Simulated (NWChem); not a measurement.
The numbers come from NWChem runs, not from measurements. System: C₂F₃O, charge 0, spin multiplicity 2, at a geometry optimised with UPBE0/def2-SVP. The structure started from a generated list of species. Its SCF solution wasn't tested for a lower state. Level: UHF/def2-TZVP.

Input file:

```
start mol
memory heap 200 mb stack 900 mb global 1100 mb
geometry units angstroms nocenter noautoz noautosym
  O      2.070012     0.061080    -0.031761
  C      1.095216    -0.518481     0.257323
  C     -0.353140    -0.026753     0.012735
  F     -0.386406     1.144958    -0.604622
  F     -0.962817     0.085766     1.182247
  F     -0.985504    -0.921528    -0.729431
end
basis spherical
  * library def2-tzvp
end
scf
  uhf
  nopen 1
  maxiter 100
  thresh 1e-7
  semidirect memsize 60000000 filesize 0
  # guess.movecs holds the orbitals of an unrestricted PBE0 run
  vectors input guess.movecs output mol.movecs
end
task scf energy
```

Part of the output:

```
             Northwest Computational Chemistry Package (NWChem) 7.3.0
             --------------------------------------------------------

                                NWChem Input Module
                                -------------------

 Scaling coordinates for geometry "geometry" by  1.889725989
 (inverse scale =  0.529177249)

                             Geometry "geometry" -> ""
                             -------------------------

 Output coordinates in angstroms (scale by  1.889725989 to convert to a.u.)

  No.       Tag          Charge          X              Y              Z
 ---- ---------------- ---------- -------------- -------------- --------------
    1 O                    8.0000     2.07001200     0.06108000    -0.03176100
    2 C                    6.0000     1.09521600    -0.51848100     0.25732300
    3 C                    6.0000    -0.35314000    -0.02675300     0.01273500
    4 F                    9.0000    -0.38640600     1.14495800    -0.60462200
    5 F                    9.0000    -0.96281700     0.08576600     1.18224700
    6 F                    9.0000    -0.98550400    -0.92152800    -0.72943100

 Effective nuclear repulsion energy (a.u.)     242.3951551831

            Nuclear Dipole moment (a.u.)
            ----------------------------
        X                 Y               Z
 ---------------- ---------------- ----------------
     0.0000170075     0.0000000000     0.0000113384


 Summary of "ao basis" -> "" (spherical)
 ------------------------------------------------------------------------------
       Tag                 Description            Shells   Functions and Types
 ---------------- ------------------------------  ------  ---------------------
 *                         def2-tzvp                  on all atoms

 Summary of "ao basis" -> "ao basis" (spherical)
 ------------------------------------------------------------------------------
       Tag                 Description            Shells   Functions and Types
 ---------------- ------------------------------  ------  ---------------------
 O                         def2-tzvp                11       31   5s3p2d1f
 C                         def2-tzvp                11       31   5s3p2d1f
 F                         def2-tzvp                11       31   5s3p2d1f

                                 NWChem SCF Module
                                 -----------------

  ao basis        = "ao basis"
  functions       =   186
  atoms           =     6
  alpha electrons =    24
  beta  electrons =    23
  charge          =   0.00
  wavefunction    = UHF
  use symmetry    = F
  symmetry adapt  = F

 Summary of "ao basis" -> "ao basis" (spherical)
 ------------------------------------------------------------------------------
       Tag                 Description            Shells   Functions and Types
 ---------------- ------------------------------  ------  ---------------------
 O                         def2-tzvp                11       31   5s3p2d1f
 C                         def2-tzvp                11       31   5s3p2d1f
 F                         def2-tzvp                11       31   5s3p2d1f

 Forming initial guess at       0.2s

 Starting SCF solution at       0.2s

 ----------------------------------------------
         Quadratically convergent UHF

 Convergence threshold     :          1.000E-07
 Maximum no. of iterations :          100
 Integral*density screening:          1.000E-09
 ----------------------------------------------

              iter       energy          gnorm     gmax       time
             ----- ------------------- --------- --------- --------
                 1     -449.0170613936  8.64D-01  1.22D-01     11.4
                 2     -449.0539416614  1.69D-01  1.83D-02     18.5
                 3     -449.0572044476  9.27D-03  4.79D-03     47.1
                 4     -449.0573454853  8.43D-04  2.00D-04    135.4
                 5     -449.0573457689  1.36D-06  3.56D-07    241.8
                 6     -449.0573457689  9.62D-09  2.99D-09    318.8

       Final UHF  results
       ------------------

         Total SCF energy =   -449.057345768882
      One electron energy =  -1104.009507651898
      Two electron energy =    412.557006699922
 Nuclear repulsion energy =    242.395155183094

                       Sz =      0.5000
                 Sz(Sz+1) =      0.7500
                      S^2 =      0.7685

        Time for solution =    318.5s

          Final alpha eigenvalues
          -----------------------

              1
    1  -26.3729
    2  -26.3728
    3  -26.3697
    4  -20.6542
    5  -11.5546
    6  -11.3949
    7   -1.7729
    8   -1.6752
    9   -1.6729
   10   -1.4994
   11   -1.0604
   12   -0.9226
   13   -0.8663
   14   -0.8654
   15   -0.7919
   16   -0.7495
   17   -0.7455
   18   -0.7081
   19   -0.7020
   20   -0.6882
   21   -0.6827
   22   -0.6617
   23   -0.6076
   24   -0.4328
   25    0.0835
   26    0.1970
   27    0.2345
   28    0.2675
   29    0.2998
   30    0.3144
   31    0.3221
   32    0.3580
   33    0.3959
   34    0.4235

          Final beta eigenvalues
          ----------------------

              1
    1  -26.3732
    2  -26.3731
    3  -26.3678
    4  -20.6441
    5  -11.5467
    6  -11.3741
    7   -1.7702
    8   -1.6758
    9   -1.6693
   10   -1.4750
   11   -1.0305
   12   -0.9018
   13   -0.8634
   14   -0.8599
   15   -0.7604
   16   -0.7457
   17   -0.7395
   18   -0.7019
   19   -0.6995
   20   -0.6820
   21   -0.6428
   22   -0.6142
   23   -0.5604
   24    0.0537
   25    0.1068
   26    0.2053
   27    0.2390
[...]
              MO Center=  1.1D+00, -3.9D-01,  1.9D-01, r^2= 2.1D+00
   Bfn.  Coefficient  Atom+Function         Bfn.  Coefficient  Atom+Function
  ----- ------------  ---------------      ----- ------------  ---------------
    45      0.499704  2 C  pz                14     -0.406339  1 O  pz
    42      0.307912  2 C  pz                39      0.262899  2 C  pz
     8     -0.247113  1 O  pz                44      0.246334  2 C  py
    11     -0.209418  1 O  pz                13     -0.204000  1 O  py
   129     -0.178132  5 F  s                160      0.171101  6 F  s

 Vector   26  Occ=0.000000D+00  E= 1.969926D-01
              MO Center=  1.2D+00, -5.4D-02,  2.8D-02, r^2= 5.6D+00
   Bfn.  Coefficient  Atom+Function         Bfn.  Coefficient  Atom+Function
  ----- ------------  ---------------      ----- ------------  ---------------
     5      2.518057  1 O  s                 36     -2.117902  2 C  s
    67     -1.349033  3 C  s                 43     -1.231433  2 C  px
    98      0.858088  4 F  s                 12     -0.582407  1 O  px
    44     -0.500737  2 C  py                40     -0.437026  2 C  px
   129      0.401523  5 F  s                160      0.389542  6 F  s

 Vector   27  Occ=0.000000D+00  E= 2.344580D-01
              MO Center= -9.4D-01, -3.8D-01,  1.9D-01, r^2= 5.6D+00
   Bfn.  Coefficient  Atom+Function         Bfn.  Coefficient  Atom+Function
  ----- ------------  ---------------      ----- ------------  ---------------
    74      1.787576  3 C  px               160      1.376599  6 F  s
     5     -1.365778  1 O  s                129      1.346909  5 F  s
    43      1.317829  2 C  px                67     -0.920073  3 C  s
    36     -0.651313  2 C  s                 98      0.624892  4 F  s
    35      0.540026  2 C  s                 71      0.507068  3 C  px

                     UHF Final Beta Molecular Orbital Analysis
                     -----------------------------------------

 Vector   21  Occ=1.000000D+00  E=-6.428491D-01
              MO Center=  2.5D-01, -6.0D-03,  1.8D-03, r^2= 2.6D+00
   Bfn.  Coefficient  Atom+Function         Bfn.  Coefficient  Atom+Function
  ----- ------------  ---------------      ----- ------------  ---------------
    37      0.242509  2 C  px                40      0.210350  2 C  px
    99      0.205220  4 F  px               130      0.191247  5 F  px
   161      0.191731  6 F  px               102      0.180811  4 F  px
     7     -0.177845  1 O  py               133      0.170188  5 F  px
   164      0.170662  6 F  px                10     -0.150888  1 O  py

 Vector   22  Occ=1.000000D+00  E=-6.141605D-01
              MO Center=  1.8D+00, -7.9D-02,  3.9D-02, r^2= 1.0D+00
   Bfn.  Coefficient  Atom+Function         Bfn.  Coefficient  Atom+Function
  ----- ------------  ---------------      ----- ------------  ---------------
     8      0.348089  1 O  pz                11      0.314561  1 O  pz
    39      0.180762  2 C  pz                 7      0.174440  1 O  py
    14      0.166559  1 O  pz                42      0.165009  2 C  pz
    10      0.157668  1 O  py

 Vector   23  Occ=1.000000D+00  E=-5.603837D-01
              MO Center=  1.6D+00, -2.2D-01,  1.1D-01, r^2= 1.5D+00
   Bfn.  Coefficient  Atom+Function         Bfn.  Coefficient  Atom+Function
  ----- ------------  ---------------      ----- ------------  ---------------
     6      0.267327  1 O  px                 9      0.236093  1 O  px
     7     -0.231120  1 O  py                10     -0.212077  1 O  py
    35      0.182292  2 C  s                 38     -0.156240  2 C  py

 Vector   24  Occ=0.000000D+00  E= 5.368536D-02
              MO Center=  1.1D+00, -7.7D-01,  3.9D-01, r^2= 2.1D+00
   Bfn.  Coefficient  Atom+Function         Bfn.  Coefficient  Atom+Function
  ----- ------------  ---------------      ----- ------------  ---------------
    36      0.876931  2 C  s                 44     -0.310868  2 C  py
    13      0.302145  1 O  py                66     -0.286856  3 C  s
     5     -0.246913  1 O  s                 38     -0.208184  2 C  py
    71     -0.205580  3 C  px                 7      0.179497  1 O  py
    68     -0.172980  3 C  px                10      0.167526  1 O  py

 Vector   25  Occ=0.000000D+00  E= 1.067815D-01
              MO Center=  1.0D+00, -4.1D-01,  2.0D-01, r^2= 2.3D+00
   Bfn.  Coefficient  Atom+Function         Bfn.  Coefficient  Atom+Function
  ----- ------------  ---------------      ----- ------------  ---------------
    45      0.541052  2 C  pz                14     -0.386834  1 O  pz
    42      0.275826  2 C  pz                44      0.265636  2 C  py
    39      0.256277  2 C  pz               129     -0.246572  5 F  s
   160      0.239096  6 F  s                  8     -0.222734  1 O  pz
    76      0.215868  3 C  pz                13     -0.194243  1 O  py

 Vector   26  Occ=0.000000D+00  E= 2.052797D-01
              MO Center=  1.0D+00,  1.4D-01, -6.6D-02, r^2= 5.5D+00
   Bfn.  Coefficient  Atom+Function         Bfn.  Coefficient  Atom+Function
  ----- ------------  ---------------      ----- ------------  ---------------
     5      2.587662  1 O  s                 36     -2.131694  2 C  s
    67     -1.188864  3 C  s                 43     -1.151084  2 C  px
    98      0.990537  4 F  s                 44     -0.730970  2 C  py
    12     -0.639999  1 O  px                35     -0.416427  2 C  s
    40     -0.409196  2 C  px                74      0.385465  3 C  px

 center of mass
 --------------
 x =  -0.04562127 y =   0.00600859 z =  -0.00294963

 moments of inertia (a.u.)
 ------------------
         317.440727247919          -9.315695409147           4.489697884308
          -9.315695409147         598.837875073252           0.323805446038
           4.489697884308           0.323805446038         599.023000030817

  Mulliken analysis of the total density
  --------------------------------------

    Atom       Charge   Shell Charges
 -----------   ------   -------------------------------------------------------
    1 O    8     8.25   0.79  1.18  0.59  0.95  0.32  1.82  1.89  0.67  0.01  0.03  0.00
    2 C    6     5.80   0.86  1.12  0.54  0.64  0.18  1.11  1.01  0.18  0.05  0.11  0.02
    3 C    6     5.29   0.85  1.13  0.51  0.48 -0.03  1.07  0.87  0.02  0.08  0.27  0.04
    4 F    9     9.21   0.77  1.20  0.60  1.02  0.33  2.24  2.27  0.76  0.00  0.02  0.00
    5 F    9     9.22   0.77  1.20  0.60  1.02  0.33  2.24  2.27  0.77  0.00  0.02  0.00
    6 F    9     9.22   0.77  1.20  0.60  1.02  0.33  2.24  2.27  0.77  0.00  0.02  0.00

  Mulliken analysis of the alpha density
  --------------------------------------

    Atom       Charge   Shell Charges
 -----------   ------   -------------------------------------------------------
    1 O    8     4.20   0.40  0.59  0.30  0.48  0.16  0.96  0.98  0.32  0.00  0.02  0.00
    2 C    6     3.24   0.43  0.56  0.31  0.35  0.12  0.67  0.61  0.11  0.02  0.05  0.01
    3 C    6     2.72   0.43  0.56  0.27  0.25 -0.02  0.57  0.46  0.00  0.04  0.14  0.02
    4 F    9     4.62   0.39  0.60  0.30  0.51  0.17  1.13  1.14  0.38  0.00  0.01  0.00
    5 F    9     4.61   0.39  0.60  0.30  0.51  0.17  1.12  1.14  0.38  0.00  0.01  0.00
    6 F    9     4.61   0.39  0.60  0.30  0.51  0.17  1.12  1.14  0.38  0.00  0.01  0.00

   Mulliken analysis of the beta density
   -------------------------------------

    Atom       Charge   Shell Charges
 -----------   ------   -------------------------------------------------------
    1 O    8     4.05   0.40  0.59  0.29  0.47  0.16  0.86  0.92  0.35  0.00  0.02  0.00
    2 C    6     2.56   0.43  0.56  0.24  0.29  0.05  0.44  0.40  0.07  0.02  0.05  0.01
    3 C    6     2.57   0.43  0.56  0.24  0.23 -0.01  0.50  0.41  0.02  0.04  0.13  0.02
    4 F    9     4.60   0.39  0.60  0.30  0.51  0.17  1.11  1.13  0.38  0.00  0.01  0.00
    5 F    9     4.61   0.39  0.60  0.30  0.51  0.17  1.12  1.14  0.38  0.00  0.01  0.00
    6 F    9     4.61   0.39  0.60  0.30  0.51  0.17  1.12  1.14  0.38  0.00  0.01  0.00

   Mulliken analysis of the spin density
   -------------------------------------

    Atom       Charge   Shell Charges
 -----------   ------   -------------------------------------------------------
    1 O    8     0.15   0.00 -0.00  0.01  0.01 -0.00  0.10  0.06 -0.03  0.00 -0.00  0.00
    2 C    6     0.68   0.00 -0.00  0.07  0.06  0.07  0.23  0.22  0.04  0.00  0.00  0.00
    3 C    6     0.15   0.00 -0.00  0.03  0.03 -0.01  0.07  0.04 -0.01  0.00  0.01  0.00
    4 F    9     0.02   0.00 -0.00  0.00  0.00 -0.00  0.02  0.01 -0.00  0.00  0.00  0.00
    5 F    9    -0.00  -0.00  0.00 -0.00 -0.00  0.00 -0.00 -0.00  0.00  0.00  0.00  0.00
    6 F    9    -0.00  -0.00  0.00 -0.00 -0.00  0.00 -0.00 -0.00  0.00  0.00  0.00  0.00

       Multipole analysis of the density wrt the origin
       ------------------------------------------------

     L   x y z        total         alpha         beta         nuclear
     -   - - -        -----         -----         ----         -------
     0   0 0 0     -0.000000    -24.000000    -23.000000     47.000000

     1   1 0 0     -0.192266     -1.098027      0.905743      0.000017
     1   0 1 0     -0.248919      0.476325     -0.725244      0.000000
     1   0 0 1      0.122069     -0.237802      0.359860      0.000011

     2   2 0 0    -26.061160   -124.168848   -118.487118    216.594806
     2   1 1 0     -0.653628     -1.046771     -3.569486      3.962629
     2   1 0 1      0.321363      0.486969      1.742093     -1.907698
     2   0 2 0    -23.401935    -51.125758    -47.820478     75.544302

------------------------------------------------------------
EAF file 0: "./mol.aoints.0" size=524288 bytes
------------------------------------------------------------
               write      read    awrite     aread      wait
               -----      ----    ------     -----      ----
     calls:        1        40         0         0         0
   data(b): 5.24e+05  2.10e+07  0.00e+00  0.00e+00
   time(s): 0.00e+00  0.00e+00  0.00e+00  0.00e+00  0.00e+00
rate(mb/s): 0.00e+00  0.00e+00
------------------------------------------------------------

     2   0 1 1      0.245269      0.949678     -0.396660     -0.307749
     2   0 0 2    -23.041383    -49.777224    -48.486635     75.222476

 Task  times  cpu:      318.9s     wall:      318.9s

 Total times  cpu:      319.0s     wall:      319.0s
```
